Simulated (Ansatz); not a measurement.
The first iterations of a band of Cl$_{2}$F$_{2}$H$_{4}$OSiTi (11 atoms, charge 0, multiplicity 1).

Computed with RKS PBE/def2-SVP (Ansatz 0.2.0).

```json
{"movable images": "7", "climbing image": "yes", "spring": "5.0 eV/Å²", "optimiser": "quadratic models (default)", "start path": "through a guess of the saddle point", "force threshold": "0.05 eV/Å", "iteration limit": "60", "end points": "relaxed"}
```

First end point:

```xyz
11
Properties=species:S:1:pos:R:3
Ti 0.069 0.001 0.046
Cl -0.421 0.567 2.175
F 1.763 -0.123 -0.332
F -0.276 1.557 -0.654
Cl -1.246 -1.224 -1.289
O 0.367 -1.984 1.102
Si 0.117 -3.615 0.592
H 0.813 -3.756 -0.720
H 0.756 -4.471 1.647
H -1.343 -3.937 0.498
H 0.257 -1.792 2.055
```

Last end point:

```xyz
11
Properties=species:S:1:pos:R:3
Ti -0.036 -0.384 -0.410
Cl 0.916 0.107 2.967
F 1.515 0.400 -0.551
F -1.257 0.705 0.195
Cl -0.647 -1.083 -2.406
O 0.073 -1.864 0.603
Si -0.053 -3.568 0.597
H 1.093 -4.138 -0.186
H 0.011 -4.018 2.027
H -1.364 -3.956 -0.021
H 0.604 -0.977 2.305
```

| iteration | highest image above the first end (eV) | largest band force component (eV/Å) |
| --- | --- | --- |
| 1 | 6.017 | 7.973 |
| 2 | 3.430 | 5.795 |
| 3 | 1.850 | 2.929 |
| 4 | 0.987 | 1.442 |
| 5 | 1.456 | 7.574 |
| 6 | 0.593 | 1.108 |

**Question.** Does the band converge within its limit, and where does its top end?

**Answer.** The run converged. It ended after 19 iterations with the highest image 0.501 eV above the first end. A vibrational analysis at the climbing image gives one clearly imaginary mode, 457i cm⁻¹: a first-order saddle point. The orbitals stay closed-shell, which can raise the energy where a bond breaks towards radicals; this wasn't checked here.

Run time: 3.6 min on 4 threads of Intel(R) Xeon(R) Platinum 8488C (Sapphire Rapids) (shared host), peak memory 0.27 GiB.
